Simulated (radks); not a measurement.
Problem. The mean radii <r> (bohr) of the occupied orbitals of an atom or ion are listed with their occupations. Calculated with a radial shooting solver on a logarithmic mesh with Libxc functionals: non-relativistic Kohn-Sham, TPSS, spin-polarised, spherical densities, point nucleus; meta-GGA in the generalised Kohn-Sham scheme.

orbital  occ.      <r>
1s down     1  0.01941
1s up       1  0.01941
2s up       1  0.08179
2s down     1  0.08179
2p up       3  0.06915
2p down     3  0.06915
3s up       1   0.2066
3s down     1   0.2066
3p up       3   0.1970
3p down     3   0.1970
3d up       5   0.1722
3d down     5   0.1722
4s up       1   0.4559
4s down     1   0.4559
4p up       3   0.4606
4p down     3   0.4606
4d up       5   0.4699
4d down     5   0.4698
4f up       7   0.4979
4f down     7   0.4973
5s up       1    1.004
5s down     1    1.002
5p up       3    1.065
5p down     3    1.064
5d up       1    1.229

Name the element and its charge. Open shells, if any, are filled with parallel spins first.

Solution. Z = 78, platinum, charge +9: Pt9+ in [Xe] 4f14 5d1. The 1s radius gives Z: for a bare nucleus <r> = 1.5/Z, 0.01923 bohr for Z = 78, and screening makes it slightly larger (0.01941 here). The occupations add up to 69, and the charge is Z minus that.
